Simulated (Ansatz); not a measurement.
Reaction (homolysis of the H–S bond): `C[SiH](F)S` → H• + `C[SiH](F)[S]`•

Isolated molecules relaxed with PBE0-D4/def2-TZVP in Ansatz; ΔE leaves out vibrations. CBS: MP2 limit from def2 TZ/QZ plus the TZ coupled-cluster correction, frozen cores. This one scheme is used for every species, atoms too. Functionals use def2-TZVPP. B3LYP here is the variant with VWN-RPA as its local correlation; programs differ in this. Open shells (•) are unrestricted, without spin–orbit coupling. Each species was taken in one conformer, which may not be the lowest.

```tsv
species	B3LYP-D4 energy (Eh)
`C[SiH](F)S`	-828.89185
H•	-0.50215
`C[SiH](F)[S]`•	-828.24315
```

(1) Work out ΔE.

Largest T1 diagnostic among the species: 0.013.

Answers

(1) ΔE = (-0.50215) + (-828.24315) − (-828.89185) = 0.14655 Eh = +384.8 kJ/mol. CCSD(T)/CBS gives +397.3 kJ/mol.

At CCSD(T), def2-SVP lies −26.9 kJ/mol from the extrapolated value and def2-TZVPP −9.8 kJ/mol: correlation converges slowly with the basis, and small sets miss more of it in the bonded molecule than in its fragments. In def2-TZVPP, CCSD(T) changes the Hartree–Fock value by +105.7 kJ/mol (the triples alone add +4.7 kJ/mol) and MP2 by +106.0 kJ/mol; breaking electron pairs costs correlation energy, which Hartree–Fock lacks. Leaving LDA and LC-ωPBE aside and taking each functional with its dispersion term where it has one, the values, not all of them listed here, spread over 17.0 kJ/mol, from revPBE-D4 to ωB97M-V. LDA lies +49.6 kJ/mol from PBE without D4, its usual overbinding.
